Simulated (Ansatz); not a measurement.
`[F][InH][SH]` + `CI` → `[F][InH][CH2]I` + H₂S at 500 K and 1 bar (formal exchange of groups at the In–S bond).

Computed with Ansatz on PBE0-D4/def2-TZVP structures; ΔE is electronic, products minus reactants. CCSD(T)/CBS is the MP2 limit (def2-TZVPP, def2-QZVPP) plus CCSD(T) − MP2 in def2-TZVPP, frozen cores. This one scheme is used for every species. Elements past krypton have def2 core potentials. For I, In outer-core shells are correlated without core-valence functions, which leaves a few kJ/mol of doubt a bond. One conformer a species, not always the lowest.

```
         species  CCSD(T)/CBS energy (Eh)  H − E (kJ/mol)  S (J/(mol·K))
  `[F][InH][SH]`               -688.63795            77.2          359.2
            `CI`               -337.29646           117.2          279.4
`[F][InH][CH2]I`               -626.92324           130.3          423.2
             H₂S               -398.97279            57.0          224.0
```

H − E and S are ideal-gas, rigid-rotor, harmonic terms from PBE0-D4/def2-TZVP, for one conformer and one mirror image of each species. 1 Eh = 2625.50 kJ/mol, R = 8.31446 J/(mol·K).

Question: By hand: ΔE, ΔH, ΔS and ΔG.

Answer: ΔE = (-626.92324) + (-398.97279) − (-688.63795) − (-337.29646) = 0.03838 Eh = 100.8 kJ/mol. Δ(H − E) = 130.3 + 57.0 − 77.2 − 117.2 = -7.1, so ΔH = 93.7 kJ/mol. ΔS = 423.2 + 224.0 − 359.2 − 279.4 = 8.6 J/(mol·K). ΔG = 93.7 − 500 × (8.6)/1000 = 89.4 kJ/mol.

Question: By hand: the equilibrium constant, and the temperature at which ΔG would vanish if ΔH and ΔS stayed fixed.

Answer: log₁₀ K = −ΔG/(RT ln 10) = -9.3. ΔG = 0 at ΔH/ΔS = 10895 K, far beyond where these terms or the molecules hold.

The number of gas molecules stays the same, so ΔS is small and ΔH decides. A doubt of 5 kJ/mol in ΔE shifts log₁₀ K by 0.5 here. Other conformers and mirror images would add mixing entropy, several J/(mol·K) or more a flexible species. Modes under 60 cm⁻¹, often nearly free rotors, make the harmonic entropy too high. These are equilibria of isolated gas molecules and say nothing of rates. Largest T1 diagnostic: 0.016 (customary marks: 0.02 for closed shells, 0.045 for open ones).
